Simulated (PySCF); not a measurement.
Unknown compound

Molecular formula: C$_{4}$H$_{5}$B. Simulated spectra:

1H NMR (400 MHz, computed): δ 7.46 (dtd, J = 14.7, 8.2, 1.2 Hz, 1H), 7.04 (br, 2H), 6.89 (dd, J = 14.7, 4.2 Hz, 1H), 4.02 (dd, J = 4.2, 1.2 Hz, 1H).

13C{1H} NMR (computed): δ 155.3, 150.7, 104.8, 85.1.

- geometry: PBE0-D3(BJ)/def2-SVP
- J: B3LYP/pcJ-1 (spin–dipole term only in couplings to heteroatoms)
- PBE0/pcSseg-1 with gauge-including orbitals
- program: PySCF 2.14.0 with density-fitted response routines
- fast rotation and ring inversion assumed for equivalent nuclei, gas phase, non-relativistic, one computed conformer

δ = σ(ref) − σ, references computed at the same level: 1H (31.27 ppm) and 13C (184.41 ppm) vs TMS.

Choose the structure that fits.
A. B/C=C\C#C
B. BC#CC=C
C. C#CBC=C

Results:

A. 

- 4 carbon signals for 4 carbons: no two carbons are equivalent.
- Carbon types of the structure: 1 × C, 3 × CH, leaving 2 H on heteroatoms.
- δC 155.3, 150.7: alkene CH; an sp2 carbon of a C=C bond.
- δC 104.8: terminal alkyne carbon; the triple bond shields along its axis, which puts it between sp3 and sp2 carbons.
- δC 85.1: alkyne carbon; the triple bond shields along its axis, which puts it between sp3 and sp2 carbons.
- δH 7.46, 6.89: hydrogen on an alkene CH; attached to an sp2 carbon and in the plane of the double bond.
- δH 4.02: hydrogen on a terminal alkyne carbon.
- The protons at 7.46 and 6.89 share a coupling of 14.7 Hz (vicinal, cis across C=C).
- The protons at 7.04 and 7.46 share a coupling of 8.2 Hz (vicinal).

The others: BC#CC=C has carbons computed at 151.0, 150.2, 126.8, 111.9, with a different DEPT pattern; C#CBC=C would give 5 signals for carbon-bound and other non-exchanging H, not 4.

Hydrogens on boron are broadened and split by 11B (spin 3/2, 80 %) and 10B (spin 3). A carbon bonded to boron is broadened by the quadrupolar boron nucleus and is often missing from a measured spectrum. Splittings below 1 Hz are ignored in the labels, and close J values are merged. Unscaled 3J(H,H) at this level run about 10 % above measured values. Shifts are as computed. Against solution values, carbons near 30 ppm lie about +2 ppm off and those near 130 ppm about +5 ppm. Of 1211 compounds with measured shifts, 218 miss one by over three times the rms of a fit or turn the order of signals round; such compounds aren't used in these exercises.
